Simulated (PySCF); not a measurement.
Br₂In, doublet, at a GFN2-xTB geometry (such geometries of metal compounds can be far from the true shape) (the spin is typed, not shown lowest) (all electrons, no relativity); M062X/3-21G (PySCF).

The PySCF input:
```python
from pyscf import gto, scf, dft

mol = gto.Mole()
mol.atom = '''
    In    0.709733    0.367641    0.240185
    Br   -0.871764    1.398585   -1.594834
    Br   -0.121862   -1.913282    1.258575
'''
mol.basis = '3-21g'
mol.charge = 0
mol.spin = 1
mol.verbose = 5
mol.build()

mf = dft.UKS(mol)
mf.xc = 'm062x'
mf.kernel()
mf.analyze()
```

Problem. Write the output that PySCF gives for this input, abridged.

Solution. 
```
PySCF version 2.14.0

[INPUT] verbose = 5
[INPUT] max_memory = 4000
[INPUT] num. atoms = 3
[INPUT] num. electrons = 119
[INPUT] charge = 0
[INPUT] spin (= nelec alpha-beta = 2S) = 1
[INPUT] symmetry False subgroup None
[INPUT] Mole.unit = angstrom
[INPUT] Symbol           X                Y                Z      unit          X                Y                Z       unit  Magmom
[...]
[INPUT] ---------------- BASIS SET ----------------
[INPUT] l, kappa, [nprim/nctr], expnt,             c_1 c_2 ...
[INPUT] In
[...]
                                1848.9136         0.367675
                                406.36833         0.690136
[...]
                                119.7744          0.083444
                                38.66927          0.969688
[...]
                                22.49642          0.059773
                                6.697117          1.082148
[...]
                                2.502158          0.463364
                                0.942025          0.821968
[...]
                                0.16597           1.189893
[...]
                                119.7744          0.609651
                                38.66927          0.397025
[...]
                                22.49642          0.529087
                                6.697117          0.662068
[...]
                                2.502158          0.503676
                                0.942025          0.558181
[...]
                                0.16597           0.990331
[...]
                                28.394632         0.488498
                                8.924805          0.585019
[...]
                                1.537148          0.569311
                                0.499492          0.384064
[INPUT] Br
[...]
                                923.69743         0.372041
                                202.52031         0.685873
[...]
                                58.25357          0.093145
                                18.46933          0.961679
[...]
                                6.821752          0.280266
                                2.291629          0.902036
[...]
                                0.499354          1.336012
[...]
                                58.25357          0.601056
                                18.46933          0.41287
[...]
                                6.821752          0.48661
                                2.291629          0.582423
[...]
[...]
converged SCF energy = -10841.3289396756  <S^2> = 0.75703603  2S+1 = 2.0070237
Total Energy =                      -10841.328939675628135
[...]
spin_pop of  0 In 3dz^2     0.00000
spin_pop of  0 In 3dxz      0.00000
spin_pop of  0 In 3dx2-y2    0.00000
spin_pop of  0 In 4dxy     -0.00009
spin_pop of  0 In 4dyz      0.00040
spin_pop of  0 In 4dz^2    -0.00003
spin_pop of  0 In 4dxz     -0.00002
spin_pop of  0 In 4dx2-y2    0.00000
spin_pop of  1 Br 1s        0.00000
spin_pop of  1 Br 2s        0.00000
spin_pop of  1 Br 3s       -0.00000
spin_pop of  1 Br 4s       -0.00100
spin_pop of  1 Br 5s       -0.00019
spin_pop of  1 Br 2px       0.00000
spin_pop of  1 Br 2py       0.00000
spin_pop of  1 Br 2pz       0.00000
spin_pop of  1 Br 3px       0.00004
spin_pop of  1 Br 3py       0.00000
spin_pop of  1 Br 3pz       0.00003
spin_pop of  1 Br 4px       0.11998
spin_pop of  1 Br 4py      -0.00010
spin_pop of  1 Br 4pz       0.07246
spin_pop of  1 Br 5px       0.00021
spin_pop of  1 Br 5py      -0.00004
spin_pop of  1 Br 5pz      -0.00003
spin_pop of  1 Br 3dxy     -0.00000
spin_pop of  1 Br 3dyz     -0.00000
spin_pop of  1 Br 3dz^2    -0.00000
spin_pop of  1 Br 3dxz     -0.00000
spin_pop of  1 Br 3dx2-y2    0.00000
spin_pop of  2 Br 1s        0.00000
spin_pop of  2 Br 2s        0.00000
spin_pop of  2 Br 3s       -0.00000
spin_pop of  2 Br 4s       -0.00100
spin_pop of  2 Br 5s       -0.00019
spin_pop of  2 Br 2px       0.00000
spin_pop of  2 Br 2py       0.00000
spin_pop of  2 Br 2pz       0.00000
spin_pop of  2 Br 3px       0.00002
spin_pop of  2 Br 3py       0.00005
spin_pop of  2 Br 3pz       0.00000
spin_pop of  2 Br 4px       0.06646
spin_pop of  2 Br 4py       0.12236
spin_pop of  2 Br 4pz       0.00357
spin_pop of  2 Br 5px       0.00017
spin_pop of  2 Br 5py       0.00004
spin_pop of  2 Br 5pz      -0.00008
spin_pop of  2 Br 3dxy      0.00000
spin_pop of  2 Br 3dyz     -0.00000
spin_pop of  2 Br 3dz^2     0.00000
spin_pop of  2 Br 3dxz     -0.00000
spin_pop of  2 Br 3dx2-y2   -0.00000
 ** Mulliken Spin Density (per atom)  **
spin density of  0 In =      0.61726
spin density of  1 Br =      0.19135
spin density of  2 Br =      0.19139
 ** Mulliken pop alpha/beta on meta-lowdin orthogonal AOs **
 ** Mulliken pop       alpha | beta **
In total            60.00000 | 59.00000
 ** Mulliken atomic charges   ( Nelec_alpha | Nelec_beta ) **
charge of  0In =      0.50241  (    24.55743     23.94017 )
charge of  1Br =     -0.25120  (    17.72128     17.52993 )
charge of  2Br =     -0.25120  (    17.72130     17.52990 )
Dipole moment(X, Y, Z, Debye):  2.83306,  1.46757,  0.95860
```
